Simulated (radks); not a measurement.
Spherical quantum dot in the effective-mass picture: electrons in a parabolic well V = omega^2 r^2 / 2 with omega = 2.89, all in effective atomic units (hartree* = m*/eps^2 hartree, bohr* = eps/m* bohr), one dielectric constant everywhere. Calculated with a radial shooting solver with Libxc functionals: non-relativistic Kohn-Sham, PBEsol, spin-polarised, spherical densities. Levels are named by radial order and angular momentum (1s, 1p, 1d, 2s, ...), and open shells are averaged over m. Results are scaled to m* = 0.158 and eps = 17.4, for which hartree* = 14.2 meV and bohr* = 5.828 nm.

N = 15, configuration 1s2 1p6 1d(up 5, down 2). This is the lowest configuration that the search found. Occupied and some empty levels:

level,occupation,eigenvalue (meV),<r> (nm)
1s up,1,243.37,4.810
1s down,1,244.36,4.769
1p up,3,270.13,6.181
1p down,3,271.54,6.162
1d up,5,298.91,7.185
1d down,2,300.48,7.184
2s up,0,302.38,6.448
2s down,0,303.44,6.468
1f up,0,329.52,8.005
1f down,0,331.11,8.015
2p up,0,334.97,7.333
2p down,0,336.02,7.348

Energy (meV): total 2966.10, kinetic 635.50, external 1203.3, Hartree 1293.4, exchange-correlation -166.05.

Electron density:

r (nm),n(r) (e/nm^3)
0.952,0.004736
1.97,0.005562
3.00,0.006627
4.02,0.007378
5.04,0.007271
6.06,0.006137
7.09,0.004329
8.11,0.002517
9.13,0.001191
10.2,0.0004539
11.2,0.0001413
12.2,0.00003580
13.2,7.313e-06
